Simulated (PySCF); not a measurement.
C2H6BeS. Atoms are numbered in the order given.

```xyz
10

Be    -0.6555     0.4248     0.6679
C     -1.8017     1.5369     1.1721
H     -2.1359     1.3355     2.2070
H     -2.7124     1.5261     0.5462
H     -1.4228     2.5749     1.1663
S      0.6531    -0.8609     0.1194
C      0.9986    -0.3166    -1.6082
H      0.1007    -0.3752    -2.2386
H      1.7512    -1.0088    -2.0091
H      1.4112     0.7012    -1.6373
```
Charge 0, spin multiplicity 1.

Coordinates come from a r2SCAN-D4/def2-SVP optimisation. One conformer was computed; it need not be the lowest.

The numbers are results of PBE0/pcSseg-1 in PySCF, not measurements.

GIAO shieldings, no solvent; atoms alike by connectivity are averaged. δ = σ(ref) − σ: ¹³C against TMS (σ = 186.3 ppm); ¹H against TMS (σ = 31.56 ppm); ³³S against H2S (σ = 716.7 ppm), references at their B3LYP-D3(BJ)/def2-TZVP geometries, non-relativistic.

| nucleus | atoms | count | δ (ppm) |
|---|---|---|---|
| ¹³C | C7 | 1 | 10.9 |
| ¹³C | C2 | 1 | -10.4 |
| ¹H | H8, H9, H10 | 3 | 2.35 |
| ¹H | H3, H4, H5 | 3 | -0.14 |
| ³³S | S6 | 1 | 57.5 |
